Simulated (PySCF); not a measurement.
# Pt⁺: ionisation energy

Pt⁺ [Xe] 4f14 5d9 (2D) → Pt²⁺ [Xe] 4f14 5d8 (3F), as a difference of total energies. Calculation: PySCF 2.14, in ANO-RCC-VTZP (8s7p5d3f1g, 84 functions); scalar relativity by spin-free X2C-1e. Correlated levels: valence: [Xe] 4f14 frozen. The calculations carry no spin-orbit coupling.

```
           method  ionisation energy (eV)
              UHF                  16.916
    MP2 (valence)                  18.693
SCS-MP2 (valence)                  18.575
   CCSD (valence)                  18.473
CCSD(T) (valence)                  18.597
```

Question: How much does correlation contribute at CCSD(T) (valence)?

Answer: 18.597 − (16.916) = 1.681 eV, measured against UHF.

A first-order spin-orbit estimate (lowest level to lowest level, LS coupling) adds -0.347 eV.

Errors of the correlated levels include the incompleteness of this basis and the frozen core.

For comparison: 18.56 ± 0.12 eV (measured; NIST Atomic Spectra Database, ionization energies).
